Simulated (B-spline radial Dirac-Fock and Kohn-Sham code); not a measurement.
Dipole and non-dipole photoemission parameters of S²⁺ 3p3/2

System: S²⁺, [Ne] 3s2 3p2; threshold 32.09 eV (orbital energy of the model). Model: Dirac-Hartree-Slater photoionisation with a Latter tail; cross sections with all multipoles, angular parameters from the dipole term and its interference with E2. Program: a radial finite-basis atomic code.

For linearly polarised light dσ/dΩ = σ/(4π) [1 + β P₂(cos θ) + (δ + γ cos²θ) sin θ cos φ], with θ from the polarisation vector and φ the angle between the beam and the projection of the electron momentum on the plane normal to the polarisation.

```csv
hν (eV),σ (kb),β,γ,δ
50.2,361,0.626,0.058,-0.009
57.7,371,0.912,0.025,-0.006
62.5,364,1.041,0.010,-0.006
70.3,331,1.188,-0.004,-0.004
85.9,285,1.370,-0.018,-0.001
97.7,253,1.453,-0.021,0.001
111,216,1.516,-0.019,0.002
184,89.0,1.625,0.030,0.006
200,75.3,1.629,0.042,0.006
215,64.9,1.628,0.054,0.007
346,23.1,1.585,0.145,0.010
413,15.2,1.551,0.186,0.012
583,6.47,1.466,0.278,0.017
600,6.01,1.458,0.286,0.018
686,4.23,1.417,0.326,0.021
796,2.83,1.368,0.373,0.024
800,2.79,1.366,0.374,0.025
1000,1.49,1.284,0.448,0.032
1300,0.686,1.176,0.533,0.044
1410,0.536,1.140,0.558,0.048
1500,0.444,1.112,0.576,0.052
1590,0.371,1.086,0.593,0.056
1840,0.235,1.019,0.635,0.066
2000,0.181,0.981,0.659,0.072
3860,?,?,?,?
4000,0.0182,0.662,0.855,0.145
5110,0.00771,0.558,0.913,0.181
9251.7,0.000898,0.346,1.055,0.290
13700,0.000205,0.225,1.163,0.384
15000,0.000145,0.199,1.186,0.409
```

Problem. Give the values at 3860 eV.

Solution. σ = 0.0205 kb, β = 0.678, γ = 0.846, δ = 0.140.

Values without a named source are computed, but for edge energies of neutral atoms, which are taken from tables.
